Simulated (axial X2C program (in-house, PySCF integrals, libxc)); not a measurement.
# Which molecule has these constants?

Calculated with an in-house all-electron X2C program for linear molecules (integrals from PySCF), spin-free (one-electron X2C) or two-component (2c: spin–orbit coupling with atomic mean-field Coulomb and Gaunt terms, which also bring small scalar terms), in Dyall basis sets with cores contracted in-house; open shells are unrestricted.

A two-component PBE0 calculation in a Dyall 3-zeta basis gave Re = 3.442 Å, ωe = 136.2 cm⁻¹, Ω = 1.

Problem. Which molecule is it?
A. NaZr⁺
B. ZrH⁺
C. LiZr⁺

Solution. A. The others have LiZr⁺ 3.130 Å and 265.7 cm⁻¹ (Ω = 1); ZrH⁺ 1.802 Å and 1763.8 cm⁻¹ (Ω = 1).

Each entry is the lowest single determinant of a limited PBE0 search at one distance. De goes to single-determinant-based atoms at the same level (for ions the charge split of lowest energy) and is withheld (n/a) where an atom does not fit its ground term or J level. Main or longest-lived isotopes. One determinant is a doubtful description, or other states lie close, for NaZr⁺, LiZr⁺, ZrH⁺; these need not be ground states, and all values refer to the states named. With several unpaired electrons the Ω given is that of one determinant, not necessarily of the lowest component. The functionals have no current term, which raises determinants with orbital currents. Where the atoms have a lower orbital projection than the molecule, De at mean-field level may be about a tenth of an eV too small.
